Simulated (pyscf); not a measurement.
PySCF, gas phase, ωB97X-D3(BJ)/def2-SVP geometries. Correlated levels are frozen-core, on RHF or UHF. ΔMP2 is the change of the MP2 total energy from the triple- to the quadruple-zeta basis. Singlets are restricted, triplets unrestricted.

Singlet (Å):
```xyz
5

Ge     0.2160    -0.6563    -0.6640
As    -1.4817     0.2156     0.8113
H      0.1657    -2.0537     0.0921
H     -2.1342     1.1550    -0.1829
H     -2.4767    -0.9138     0.6388
```

Triplet (Å):
```xyz
5

Ge     0.8696     1.2305     0.5812
As     0.5086     0.4623    -1.6716
H      0.2065     0.5412     1.8039
H     -0.9978     0.3472    -1.4845
H      0.7387    -0.9970    -1.3047
```

Question: For these two minima of :HGe–AsH₂, which spin state lies lower at CCSD(T)/def2-TZVPP + ΔMP2(QZVPP), and by how much (electronic energies)?

Answer: The singlet, by 28.2 kcal/mol. Zero-point energy shifts E(triplet) − E(singlet) by -0.1 kcal/mol. Other isomers of :HGe–AsH₂ [singlet] were not searched in full and may lie lower. 

E(triplet) − E(singlet) by level (kcal/mol):

| level | gap |
|---|---|
| ωB97X-D3(BJ)/def2-TZVP | +29.2 |
| PBE/def2-TZVP | +27.0 |
| r²SCAN/def2-TZVP | +22.6 |
| B3LYP-D3(BJ)/def2-TZVP | +29.1 |
| PBE0-D3(BJ)/def2-TZVP | +24.8 |
| M06-2X/def2-TZVP | +22.6 |
| ωB97M-D3(BJ)/def2-TZVP | +28.4 |
| HF/def2-TZVP | +11.6 |
| MP2/def2-QZVPP | +26.6 |
| CCSD/def2-TZVPP | +24.9 |
| CCSD(T)/def2-TZVPP | +25.8 |
| CCSD(T)/def2-TZVPP + ΔMP2(QZVPP) | +28.2 |

The triplet is the lowest one reached from the SCF start used. The CCSD(T) − MP2 part came from Ansatz, without density fitting, on the same reference. The frozen core leaves the outer d or s,p core shells of the metals and heavy elements correlated in the MP2 and CC values, and def2-TZVPP describes them poorly, which can shift differences by a few kcal/mol. Elements up to Kr have no core potential and no relativistic terms here.
